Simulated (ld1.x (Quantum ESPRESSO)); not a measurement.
## Ranking RRKJ potentials for S (Z = 16)

All share these settings but for the change named:

```
Element                 : sulfur
Generator               : ld1.x (Quantum ESPRESSO) 7.5
Type                    : norm-conserving RRKJ (Kleinman–Bylander form)
Functional              : PBEsol
Relativity              : scalar-relativistic
Frozen core             : [Ne]
Valence charge          : 6
Reference configuration : 3s2 3p4
Partial waves           : 3p (bound): rc 1.55 bohr; 3s (bound): rc 1.40 bohr
Local potential         : the s channel
Core correction         : Bessel-smoothed model core inside 1.35 bohr
```

Cutoff: the first of the cutoffs (Ry, on a coarse ladder) from which the occupation-weighted sum of valence levels, in a spherical-Bessel basis at the reference potential, stays within 10 and 1 mRy of its value at 400 Ry; the density cutoff is not measured.

The base gives 45 Ry.

Of 10 variants that were run, those that failed, showed a ghost or another fault, or gave nearly equal values are left out.

A variant can come out equal or close to the base.

Task: Rank these variants from softest to hardest (loose cutoff).
A. wave 3p (bound): rc 1.55 bohr becomes 3p (bound): rc 2.00 bohr
B. wave 3p (bound): rc 1.55 bohr becomes 3p (bound): rc 1.14 bohr
C. wave 3p (bound): rc 1.55 bohr becomes 3p (bound): rc 0.98 bohr

Result: A (40 Ry), B (80 Ry), C (140 Ry).
